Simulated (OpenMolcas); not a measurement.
**OpenMolcas run: Te II**

Input:

```
&GATEWAY
Coord
1

Te 0.0 0.0 0.0
Basis=ANO-RCC-VQZP
Group=XYZ
NoMove
AngMom=0.0 0.0 0.0
AMFI
&SEWARD
* reference wave functions (RASSCF and RASSI steps not shown): 5 electrons in 8 orbitals (5s 5p 6s 6p)
>>> COPY JOB001 $Project.JobIph
&CASPT2
Multistate=1 1
Frozen=9 9
IPEA=0.25
Imaginary=0.1
MaxIter=60
WThr=0.0 0.3 0.05
PrWF=0.5
NoMix
>>> COPY JOB002 $Project.JobIph
&CASPT2
Multistate=8 1 2 3 4 5 6 7 8
Frozen=9 9
IPEA=0.25
Imaginary=0.1
MaxIter=60
WThr=0.0 0.3 0.05
PrWF=0.5
NoMix
>>> COPY JOB003 $Project.JobIph
&CASPT2
Multistate=3 1 2 3
Frozen=9 9
IPEA=0.25
Imaginary=0.1
MaxIter=60
WThr=0.0 0.3 0.05
PrWF=0.5
NoMix
...
```

Output, cut to the results:

```
--- CASPT2 ---
Orbital specifications:
      -----------------------

      Symmetry species                           1   2
                                                ag  au
      Frozen orbitals                            9   9
      Inactive orbitals                          5   0
      Active orbitals                            2   6
      Secondary orbitals                        35  27
      Deleted orbitals                           0   0
      Number of basis functions                 51  42
Type of calculation                        SS-CASPT2
      Fock operator                              state-specific
      IPEA shift                                 0.25
      Real shift                                 0.00
      Imaginary shift                            0.10
      The input orbitals will be transformed to quasi-canonical
Reference energy:       -6788.9672051236
      E2 (Non-variational):      -0.5458394171
      Shift correction:          -0.0003137874
      E2 (Variational):          -0.5461532044
      Total energy:           -6789.5133583280
      Residual norm:              0.0000001584
      Reference weight:           0.91206
      Contributions to the CASPT2 correlation energy
      Active & Virtual Only:         -0.0612076301
      One Inactive Excited:          -0.1381853214
      Two Inactive Excited:          -0.3464464656
::    CASPT2 Root  1     Total energy:  -6789.51335833
--- CASPT2 ---
Orbital specifications:
      -----------------------

      Symmetry species                           1   2
                                                ag  au
      Frozen orbitals                            9   9
      Inactive orbitals                          5   0
      Active orbitals                            2   6
      Secondary orbitals                        35  27
      Deleted orbitals                           0   0
      Number of basis functions                 51  42
Type of calculation                        MS-CASPT2
      Fock operator                              state-specific
      IPEA shift                                 0.25
      Real shift                                 0.00
      Imaginary shift                            0.10
      The input orbitals will be transformed to quasi-canonical
Reference energy:       -6788.8981152357
      E2 (Non-variational):      -0.5592625004
      Shift correction:          -0.0004123120
      E2 (Variational):          -0.5596748124
      Total energy:           -6789.4577900481
      Residual norm:              0.0000002134
      Reference weight:           0.90295
      Contributions to the CASPT2 correlation energy
      Active & Virtual Only:         -0.0755093722
      One Inactive Excited:          -0.1372707267
      Two Inactive Excited:          -0.3464824015
Reference energy:       -6788.8981152357
      E2 (Non-variational):      -0.5588742329
      Shift correction:          -0.0004083539
      E2 (Variational):          -0.5592825869
      Total energy:           -6789.4573978226
      Residual norm:              0.0000001927
      Reference weight:           0.90329
      Contributions to the CASPT2 correlation energy
      Active & Virtual Only:         -0.0751811583
      One Inactive Excited:          -0.1372107537
      Two Inactive Excited:          -0.3464823210
::    CASPT2 Root  1     Total energy:  -6789.45779005
::    CASPT2 Root  2     Total energy:  -6789.45739782
::    CASPT2 Root  3     Total energy:  -6789.45749426
::    CASPT2 Root  4     Total energy:  -6789.45798176
::    CASPT2 Root  5     Total energy:  -6789.45780547
::    CASPT2 Root  6     Total energy:  -6789.41634730
::    CASPT2 Root  7     Total energy:  -6789.41634568
::    CASPT2 Root  8     Total energy:  -6789.41634568
::    MS-CASPT2 Root  1     Total energy:  -6789.45850738
::    MS-CASPT2 Root  2     Total energy:  -6789.45798182
::    MS-CASPT2 Root  3     Total energy:  -6789.45781955
::    MS-CASPT2 Root  4     Total energy:  -6789.45778880
::    MS-CASPT2 Root  5     Total energy:  -6789.45637182
::    MS-CASPT2 Root  6     Total energy:  -6789.41634730
::    MS-CASPT2 Root  7     Total energy:  -6789.41634568
::    MS-CASPT2 Root  8     Total energy:  -6789.41634568
--- CASPT2 ---
Orbital specifications:
      -----------------------

      Symmetry species                           1   2
                                                ag  au
      Frozen orbitals                            9   9
      Inactive orbitals                          5   0
      Active orbitals                            2   6
      Secondary orbitals                        35  27
      Deleted orbitals                           0   0
      Number of basis functions                 51  42
Type of calculation                        MS-CASPT2
      Fock operator                              state-specific
      IPEA shift                                 0.25
      Real shift                                 0.00
      Imaginary shift                            0.10
      The input orbitals will be transformed to quasi-canonical
Reference energy:       -6788.6204405521
      E2 (Non-variational):      -0.5472324005
      Shift correction:          -0.0018771060
      E2 (Variational):          -0.5491095065
      Total energy:           -6789.1695500586
      Residual norm:              0.0000009143
      Reference weight:           0.87215
      Contributions to the CASPT2 correlation energy
      Active & Virtual Only:         -0.0763881403
      One Inactive Excited:          -0.1244265620
      Two Inactive Excited:          -0.3464176982
Reference energy:       -6788.6204405521
      E2 (Non-variational):      -0.5472324172
      Shift correction:          -0.0018771079
      E2 (Variational):          -0.5491095251
      Total energy:           -6789.1695500772
      Residual norm:              0.0000009143
      Reference weight:           0.87215
      Contributions to the CASPT2 correlation energy
...
```

Levels above the lowest, from the spin-orbit matrix with the single-state CASPT2 energies, averaged by term, on its diagonal:

```tsv
Configuration	Term	J	E (cm⁻¹)	Measured (cm⁻¹)	g	Term weight %	Second
5s² 5p³	⁴S°	3/2	0.0	0.0	1.971	96	4 ²P°
5s² 5p³	²D°	3/2	11260	10222	0.886	86	12 ²P°
5s² 5p³	²D°	5/2	13070	12422	1.200	100	
5s² 5p³	²P°	1/2	22160	20547	0.666	100	
5s² 5p³	²P°	3/2	24650	24032	1.279	84	13 ²D°
5s 5p⁴	⁴P	5/2	73970	71193	1.592	98	2 ²D
5s 5p⁴	⁴P	3/2	77420	74893	1.729	99	
5s 5p⁴	⁴P	1/2	78670		2.657	98	2 ²S
5s 5p⁴	²D	3/2	91690		0.806	99	
5s 5p⁴	²D	5/2	92730		1.210	98	2 ⁴P
```

Against the 6 measured excited levels shown (NIST Handbook of Basic Atomic Spectroscopic Data) the mean absolute deviation is 1500 cm-1; the largest miss in energy is 5s 5p⁴ ⁴P_5/2: computed 73970, measured 71193 cm⁻¹ (+3.9 %), and the largest in proportion 5s² 5p³ ²D°_3/2 (+10.1 %).

CASPT2 does not keep the components of a term degenerate, so their means are used; among the terms shown or strongly mixed into the levels shown the widest spread is 1400 cm-1 (5s 5p⁴ ²D). Over all roots computed the reference weight is 0.81 to 0.91; the roots of lowest weight are the least certain, and an intruder state may touch them. Active for correlation alone: 6p 6s; no level in the range computed is led by a configuration that fills them, so any true level of that kind is missing. Terms of s pⁿ other than that of highest spin mix with s² pⁿ⁻² d, which this space lacks; all of them can be thousands of cm-1 off, and some have no real level of that name. Computed and measured levels are paired by configuration, term and J; levels that our copy of the source lacks, or whose pairing is in doubt (as where it misses far off the trend of its configuration), stay unpaired and out of the deviations. Levels of configurations outside the active space are missing. The first state left out of the spin-orbit step lies near 120000 cm-1 above the lowest spin-free state of the reference (among the parities and spins computed), and the list stops at four fifths of that energy or lower.

The term weight is that of the spin-free term in the level, not the purity of its configuration. ° marks odd parity.
